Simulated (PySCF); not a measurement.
Choosing a molecule for a target property.

All species are isolated and taken at one optimised geometry, non-relativistic unless stated; the electronic structure was computed with PySCF and density fitting.

The conformers computed, where there is a choice (atom-mapped SMILES and torsion angles):
- `[NH2:1][SiH2:2][NH:3][c:4]1[cH:5][cH:6][cH:7][cH:8][cH:9]1`: N1–Si2–N3–C4 -176°, Si2–N3–C4–C5 -2°, H–N1–Si2–N3 -55°, H–N1–Si2–N3 171°
- `[CH2:1]=[CH:2][CH2:3][SiH2:4][C:5]#[C:6][C:7]#[C:8][CH:9]=[O:10]`: C1–C2–C3–Si4 -107°, C2–C3–Si4–C5 -60°
- `[CH:1]#[C:2][CH2:3][C@@H:4]([CH2:5][C:6]#[N:7])[NH:8][SiH3:9]`: C2–C3–C4–C5 -64°, C3–C4–C5–C6 -65°, C3–C4–N8–Si9 89°
- `[CH2:1]=[CH:2][SiH2:3][Si@H:4]([Cl:5])[N:6]([SiH3:7])[SiH3:8]`: C1–C2–Si3–Si4 -119°, C2–Si3–Si4–Cl5 -78°, Si3–Si4–N6–Si7 -92°
- `[CH3:1][CH2:2][C@@H:3]([C:4]#[O+:5])[S:6]([CH3:7])(=[O:8])=[O:9]`: C1–C2–C3–C4 62°, C2–C3–S6–C7 69°
- `[CH2:1]=[C:2]([CH3:3])[SiH2:4][C:5]#[C:6][C:7]#[C:8][CH:9]=[O:10]`: C1–C2–Si4–C5 -4°
- `[CH3:1][CH2:2][Si@@H:3]([Cl:4])[S:5][CH2:6][C:7]([CH3:8])=[S:9]`: C1–C2–Si3–Cl4 62°, C2–Si3–S5–C6 -171°, Si3–S5–C6–C7 -175°, S5–C6–C7–C8 -65°

Problem. Wanted: smallest rotational constant below 0.5 GHz (GFN2-xTB) and dipole moment below 3.9 D (PBE0/pcSseg-1), at GFN2-xTB geometries. Which candidate meets both?
A. `C(#C)C[C@H](N[SiH3])CC#N`
B. `C=C[SiH2][Si@H](Cl)N([SiH3])[SiH3]`
C. `c1ccc(cc1)N[SiH2]N`
D. `C=CC[SiH2]C#CC#CC=O`

Solution. B. Computed values:
```csv
species,smallest rotational constant,dipole moment
C=CC[SiH2]C#CC#CC=O,0.299 GHz,4.05 D
C=C[SiH2][Si@H](Cl)N([SiH3])[SiH3],0.416 GHz,1.54 D
c1ccc(cc1)N[SiH2]N,0.606 GHz,2.30 D
C(#C)C[C@H](N[SiH3])CC#N,0.661 GHz,3.72 D
```

Problem. Wanted: HOMO–LUMO gap below 4.4 eV (PBE0/pcSseg-1) and HOMO energy above -7.7 eV (PBE0/pcSseg-1), at GFN2-xTB geometries. Which candidate meets both?
A. `CC[C@@H](C#[O+])S(C)(=O)=O`
B. `[SiH2](C#CC#CC=O)CC=C`
C. `C=C(C)[SiH2]C#CC#CC=O`
D. `c1cc(ccc1)N[SiH2]N`
E. `C#CC[C@@H](CC#N)N[SiH3]`
F. `CC[Si@@H](Cl)SCC(C)=S`

Solution. F. Computed values:
| species | HOMO–LUMO gap | HOMO energy |
| --- | --- | --- |
| CC[Si@@H](Cl)SCC(C)=S | 4.22 eV | -6.48 eV |
| [SiH2](C#CC#CC=O)CC=C | 4.65 eV | -7.44 eV |
| C=C(C)[SiH2]C#CC#CC=O | 5.10 eV | -7.87 eV |
| CC[C@@H](C#[O+])S(C)(=O)=O | 5.79 eV | -13.66 eV |
| c1cc(ccc1)N[SiH2]N | 5.90 eV | -5.87 eV |
| C#CC[C@@H](CC#N)N[SiH3] | 7.46 eV | -7.32 eV |
